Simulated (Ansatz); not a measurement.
Ge₇S₆ was relaxed with r2SCAN-D4 (def2-SVP) in Ansatz in these states: charge -1 doublet, neutral singlet. The geometries follow in no particular order.

A:

```xyz
13

Ge   -2.561   -0.033   -2.312
Ge    0.548    2.123   -1.456
Ge   -1.405   -1.626   -0.583
Ge   -0.543    0.743    2.464
Ge    0.848   -2.708    0.593
Ge   -2.862    1.241    0.037
Ge    3.143   -0.251    0.581
S    -0.238   -0.141   -1.987
S     1.178   -0.798    2.068
S    -2.262   -0.603    1.438
S     2.410   -1.968   -0.866
S    -0.829    2.315    0.563
S     2.573    1.705   -0.539
```

B:

```xyz
13

Ge    2.0737   -2.3437   -0.5766
Ge    1.9512    1.0914    0.9194
Ge   -0.5050   -2.7669    0.2549
Ge   -0.6391    0.6564   -2.4663
Ge   -1.7432   -0.6079    0.8221
Ge    2.1559   -0.6016   -2.4607
Ge   -1.7581    2.4330    1.6013
S     1.1049   -1.2909    1.3047
S    -2.1484    1.0713   -0.6275
S    -0.0247   -1.7537   -2.0554
S    -2.3146    0.2768    2.6897
S     1.3619    1.4018   -1.4145
S     0.4857    2.4339    2.0089
```

Question: Judge from the bond lengths which geometry belongs to which state (an estimate).

Answer: A is the charge -1 doublet (Ge1–S10 3.805 Å, Ge3–Ge5 2.763 Å, Ge5–S9 2.435 Å); B is the neutral singlet (Ge1–S10 2.634 Å, Ge3–Ge5 2.553 Å, Ge5–S9 2.255 Å).

These are the stationary points nearest to one start from a short search; other shapes may lie lower in each state.
